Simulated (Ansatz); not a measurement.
`[CH3][Ga]([Cl])[c]1ccccc1`, charge 0, multiplicity 1.

(1) Give a relaxed structure at PBE0-D4/def2-TZVP (the Gaussian-basis code of Ansatz). (An estimate is asked.)

Results:

(1) The calculation gave: 
Z-matrix (Å, degrees):
```
C
Ga 1 1.954
H 1 1.092 2 110.4
H 1 1.089 2 110.6 3 120.7
H 1 1.093 2 110.2 3 -118.8
Cl 2 2.169 1 116.6 3 -122.6
C 2 1.943 1 129.8 3 57.4
C 7 1.397 2 120.3 1 -0.2
C 7 1.396 2 121.2 1 179.8
C 8 1.387 7 120.9 2 -180.0
H 8 1.086 7 120.2 2 -0.0
C 9 1.386 7 120.8 2 -180.0
H 9 1.085 7 119.6 2 0.0
C 10 1.387 8 119.8 7 -0.0
H 10 1.084 8 120.1 7 180.0
H 12 1.084 9 120.0 7 180.0
H 14 1.084 10 120.0 8 -180.0
```
Point group Cs.
This is one stationary point; other conformers may exist.
